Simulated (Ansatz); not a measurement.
CH₇BO₃Si, singlet, geometry from GFN2-xTB, with bond 12-10 at 2.4 times its length; Ansatz (a first-principles code) with SC-NEVPT2/STO-3G, CASSCF(2,4).

The Ansatz input:
Ansatz 0.2 input:
```yaml
crystal:
  periodic: [false, false, false]
  atoms:
    - {symbol: B, position_ang: [0.01405389, -0.19131819, 0.65694169]}
    - {symbol: O, position_ang: [-0.15877766, -0.40385536, 1.99276833]}
    - {symbol: H, position_ang: [-0.86799166, 0.10994154, 2.37640450]}
    - {symbol: O, position_ang: [0.97625304, -0.83767585, -0.04150329]}
    - {symbol: C, position_ang: [1.86082262, -1.77011336, 0.54623472]}
    - {symbol: H, position_ang: [1.68260802, -1.86009923, 1.61782411]}
    - {symbol: H, position_ang: [1.71136096, -2.73913662, 0.06540493]}
    - {symbol: H, position_ang: [2.88349212, -1.43148692, 0.36849819]}
    - {symbol: O, position_ang: [-0.78192185, 0.67938671, 0.00062438]}
    - {symbol: Si, position_ang: [-0.98120636, 1.26279344, -1.49815851]}
    - {symbol: H, position_ang: [0.21799019, 1.98597786, -1.92271458]}
    - {symbol: H, position_ang: [-3.71875597, 3.39408910, -0.96571251]}
    - {symbol: H, position_ang: [-1.28835196, 0.17928889, -2.43212418]}
basis:
  gaussian:
    orbitals: STO-3G
magnetization: {spin_polarized: false}
correlation: {method: sc_nevpt2, electrons: all, active_space: {window: {electrons: 2, orbitals: 4}}}
```

Output, abridged:

```
Functional definition: HF
551 factors; integrals over basis functions are off by at most 4.5e-5 eV
mean field evaluation 1: about -15579.4756 eV, gradient 3.2e1 eV
mean field evaluation 2: about -15579.6828 eV, gradient 3.2e1 eV
mean field evaluation 4: about -15583.3936 eV, gradient 1.4e1 eV
mean field evaluation 8: about -15587.0629 eV, gradient 4.3e-1 eV
mean field evaluation 16: about -15585.4009 eV, gradient 9.4e-1 eV
mean field -15587.05964888 eV, -572.8138768077 hartree, gradient 1.4e-6 eV, S^2 0.000000; 1 other end points of the search recorded, 0 dependent functions left out; unrestricted orbitals would lower it
reference -15587.05964888 eV, -572.8138768077 hartree; 28, 28 occupied and 13, 13 virtual orbitals, 551 factors
state -15592.22195233 eV, -573.0035879604 hartree
state -15592.22195233 eV, -573.0035879604 hartree; corrected -15598.55519784 eV, -573.2363304403 hartree
WARN: 2 active orbitals are nearly empty or full. The corrections depend on them more than the energy does, and are more stable in an active space without them
Total energy: -15598.55519784 eV, -573.2363304403 hartree
```
